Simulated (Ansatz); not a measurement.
Geometry optimisation, Ansatz, RHF/def2-SVP.

Input file:

```yaml
crystal:
  periodic: [false, false, false]
  atoms:
    - { symbol: Ge, position_ang: [-0.151195, 0.497644, -0.157871] }
    - { symbol: H, position_ang: [0.845175, -0.521173, 2.204592] }
    - { symbol: H, position_ang: [1.152421, -0.207717, -0.466659] }
    - { symbol: O, position_ang: [-0.796017, 1.035614, -1.690727] }
    - { symbol: H, position_ang: [-1.602424, 1.530065, -1.699167] }
    - { symbol: H, position_ang: [-1.197323, -0.305147, 0.601131] }
    - { symbol: Cl, position_ang: [0.281339, 2.293316, 1.045327] }
    - { symbol: H, position_ang: [0.906325, 0.167897, 2.366774] }
basis:
  gaussian: { orbitals: def2-SVP }
hamiltonian:
  xc: hf
relax:
  f_tol: 0.03
  max_steps: 50
```

Launched with:

```bash
$ ansatz run input.yaml --threads 1 --pin off --max-ram 2048MiB --backend cpu --events-out ev --progress --plain --runs-dir out
```

Where does it end, and by what steps?

The run converged. The force dipped under the threshold on the way, but the program's further checks kept it going. After 17 steps the energy has fallen by 0.211 eV; H2 moved furthest, 1.45 Å.

```json
{"step": "0", "energy less start (eV)": "0.0000", "largest force component (eV/Å)": "1.586", "accepted": "yes"}
{"step": "1", "energy less start (eV)": "-0.1308", "largest force component (eV/Å)": "0.139", "accepted": "yes"}
{"step": "2", "energy less start (eV)": "-0.1752", "largest force component (eV/Å)": "0.110", "accepted": "yes"}
{"step": "3", "energy less start (eV)": "-0.1968", "largest force component (eV/Å)": "0.145", "accepted": "yes"}
{"step": "4", "energy less start (eV)": "-0.1927", "largest force component (eV/Å)": "0.539", "accepted": "no"}
{"step": "5", "energy less start (eV)": "-0.1983", "largest force component (eV/Å)": "0.051", "accepted": "yes"}
{"step": "6", "energy less start (eV)": "-0.2019", "largest force component (eV/Å)": "0.017", "accepted": "yes"}
{"step": "7", "energy less start (eV)": "-0.2042", "largest force component (eV/Å)": "0.144", "accepted": "yes"}
{"step": "8", "energy less start (eV)": "-0.2049", "largest force component (eV/Å)": "0.105", "accepted": "yes"}
{"step": "9", "energy less start (eV)": "-0.2061", "largest force component (eV/Å)": "0.038", "accepted": "yes"}
{"step": "10", "energy less start (eV)": "-0.2063", "largest force component (eV/Å)": "0.163", "accepted": "yes"}
{"step": "11", "energy less start (eV)": "-0.2064", "largest force component (eV/Å)": "0.337", "accepted": "yes"}
{"step": "12", "energy less start (eV)": "-0.2096", "largest force component (eV/Å)": "0.016", "accepted": "yes"}
{"step": "13", "energy less start (eV)": "-0.2098", "largest force component (eV/Å)": "0.025", "accepted": "yes"}
{"step": "14", "energy less start (eV)": "-0.2103", "largest force component (eV/Å)": "0.066", "accepted": "yes"}
{"step": "15", "energy less start (eV)": "-0.2104", "largest force component (eV/Å)": "0.182", "accepted": "yes"}
{"step": "16", "energy less start (eV)": "-0.2109", "largest force component (eV/Å)": "0.068", "accepted": "yes"}
{"step": "17", "energy less start (eV)": "-0.2111", "largest force component (eV/Å)": "0.018", "accepted": "yes"}
```

```xyz
8
Properties=species:S:1:pos:R:3
Ge -0.359 0.525 -0.548
H 1.498 -0.689 3.488
H 0.908 -0.223 -0.916
O -0.936 1.289 -2.011
H -1.659 1.894 -1.943
H -1.447 -0.324 0.099
Cl 0.132 2.074 0.890
H 1.301 -0.055 3.144
```

Run time: 38 s on 1 thread of Arm Neoverse V1, on a shared host, peak memory 0.17 GiB.
